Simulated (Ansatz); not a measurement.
```yaml
crystal:
  periodic: [false, false, false]
  atoms:
    - {symbol: Si, position_ang: [-0.777346, 1.260731, 0.542491]}
    - {symbol: C, position_ang: [0.398536, 0.288522, -0.525350]}
    - {symbol: Cl, position_ang: [2.091875, 0.407315, 0.147596]}
    - {symbol: In, position_ang: [0.377329, -1.893090, -0.409471]}
    - {symbol: H, position_ang: [-0.413630, 2.701279, 0.627436]}
    - {symbol: H, position_ang: [-2.134727, 1.134365, -0.059804]}
    - {symbol: H, position_ang: [-0.795717, 0.685369, 1.911659]}
    - {symbol: H, position_ang: [0.455324, 0.655222, -1.549687]}
    - {symbol: H, position_ang: [-0.119921, -2.561612, 1.089840]}
    - {symbol: H, position_ang: [1.001477, -2.729202, -1.771809]}
basis:
  gaussian: {orbitals: STO-3G, fitting: {mean_field: cc-pVTZ-jkfit}}
magnetization: {spin_polarized: true, initial_magnetization: 1}
hamiltonian: {xc: {name: BHLYP}, dispersion: d3bjatm}
output: {forces: true}
```

```sh
$ ansatz run in.yaml --threads 4 --pin off --events-out ev --progress --plain --max-ram 10444MiB
```

It prints (some lines left out):

```
Error: a molecule whose nuclei and cores have a total charge of 92 cannot have a net charge of 0 together with 1 unpaired electrons
```

In this input the number of unpaired electrons doesn't fit the electron count. The input was rejected before any iteration.
